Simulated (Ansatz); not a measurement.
The first iterations of a band of a periodic cell of 17 atoms, TiSi$_{16}$ (host Si, host structure diamond, interstitial Ti).

These are results of DFT PBE-D3(BJ), scalar-relativistic, plane waves, PAW (Ansatz), not measurements. Settings: PAW set soft_1, cutoff 420 eV, k mesh 2x2x2, gaussian smearing 0.02 eV, no spin polarisation.

* movable images: 5
* climbing image: yes
* spring: 5.0 eV/Å²
* optimiser: fire
* start path: IDPP
* force threshold: 0.05 eV/Å
* iteration limit: 47
* end points: relaxed

First end point:

```xyz
17
Lattice="0.0000 5.4300 5.4300 5.4300 0.0000 5.4300 5.4300 5.4300 0.0000" Properties=species:S:1:pos:R:3
Si 0.008 0.000 0.038
Si 1.319 1.323 1.334
Si 2.717 2.720 -0.022
Si 4.115 4.118 1.333
Si 2.738 -0.036 2.718
Si 4.139 1.297 4.120
Si 5.472 2.699 2.718
Si 6.782 4.085 4.082
Si -0.041 2.739 2.714
Si 1.298 4.137 4.112
Si 2.698 5.476 2.714
Si 4.081 6.786 4.080
Si 2.720 2.717 5.449
Si 4.093 4.098 6.754
Si 5.431 5.435 5.405
Si 6.769 6.773 6.754
Ti 2.719 2.717 2.735
```

Last end point:

```xyz
17
Lattice="0.0000 5.4300 5.4300 5.4300 0.0000 5.4300 5.4300 5.4300 0.0000" Properties=species:S:1:pos:R:3
Si -0.018 0.031 -0.015
Si 1.361 1.340 1.359
Si 2.779 2.669 -0.063
Si 4.113 4.069 1.342
Si 2.735 0.036 2.739
Si 4.075 1.382 4.078
Si 5.424 2.706 2.726
Si 6.810 4.072 4.034
Si -0.062 2.676 2.777
Si 1.342 4.072 4.116
Si 2.757 5.455 2.759
Si 4.079 6.751 4.072
Si 2.724 2.707 5.427
Si 4.030 4.075 6.811
Si 5.390 5.454 5.394
Si 6.789 6.811 6.791
Ti 1.360 4.054 1.358
```

| iteration | highest image above the first end (eV) | largest band force component (eV/Å) |
| --- | --- | --- |
| 1 | 2.483 | 3.792 |
| 2 | 2.088 | 1.903 |
| 3 | 1.943 | 0.942 |
| 4 | 1.925 | 0.851 |
| 5 | 1.898 | 0.683 |
| 6 | 1.874 | 0.565 |
| 7 | 1.859 | 0.436 |
| 8 | 1.855 | 0.436 |
| 9 | 1.851 | 0.404 |
| 10 | 1.846 | 0.345 |

**Question.** Does the band converge within its limit, and where does its top end?

**Answer.** It converged. It ended after 31 iterations with the highest image 1.731 eV above the first end. By the program's own check the climbing image is of a kind that is not told: the force calls were inconclusive, a negative curvature could not be distinguished from the path's own, the only one lies far off the path, or fixed occupations may fill a level only in part (lowest curvatures found: -2.27 and -0.10 eV/Å²). Limits of this set-up: coarse k mesh, a small cell, in which the defect meets its images.

Time of the run: 23 min on 1 thread of Arm Neoverse V1, on a shared host, peak memory 0.88 GiB.
